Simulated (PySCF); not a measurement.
C₃H₁₅NSSi₃.
Geometry (GFN2-xTB, Å), atoms numbered from 1 in this order:
```
atom  x, y, z in Å
C1    -2.351    0.169    0.939
C2    -0.913   -0.302    0.713
Si3   -0.856   -2.178    0.390
Si4   -0.056    0.696   -0.662
N5    -0.901    0.425   -2.141
S6    -0.161    2.826   -0.146
C7     1.762    0.236   -0.946
Si8    2.881    0.275    0.584
H9    -2.389    1.244    1.110
H10   -2.970   -0.055    0.073
H11   -2.792   -0.326    1.803
H12   -0.356   -0.115    1.637
H13    0.534   -2.617    0.255
H14   -1.604   -2.500   -0.825
H15   -1.470   -2.865    1.533
H16   -0.489    0.766   -2.995
H17   -1.894    0.593   -2.162
H18    0.530    2.741    0.978
H19    1.786   -0.762   -1.378
H20    2.176    0.907   -1.698
H21    2.369   -0.643    1.606
H22    2.922    1.631    1.143
H23    4.237   -0.119    0.198
```

Computed at PBE0/pcSseg-1 (PySCF, non-relativistic), with Q(14N) = 0.02044 b, Q(33S) = −0.0678 b: N5, 14N (I = 1): χzz = -4.255 MHz, η = 0.331; S6, 33S (I = 3/2): χzz = 31.96 MHz, η = 0.839.

Problem. Where would the pure quadrupole (NQR) lines of 14N at N5 fall for the rigid, isolated species?

Solution. From ν± = (3/4)|χ|(1 ± η/3) and ν0 = |χ|η/2: ν+ 3.543 MHz, ν− 2.839 MHz, ν0 0.704 MHz (silicon-bound nitrogen).

Problem. Where would the pure quadrupole (NQR) lines of 33S at S6 fall for the rigid, isolated species?

Solution. From ν = (|χ|/2)√(1 + η²/3): ν = 17.76 MHz (sulfur bonded to Si and H).

In a crystal, neighbours and librations shift these lines. GFN2-xTB bond lengths can be off by several hundredths of an ångström, more for odd bonds, and the gradients follow them. With so small a basis the couplings can be 20 % off.

The run behind these numbers computed NMR shieldings as well. Hardware: one thread, Arm Neoverse V1 (aarch64) (shared host). Cost: 63 s, 1.0 GiB resident at most.

One conformer stands for the species.
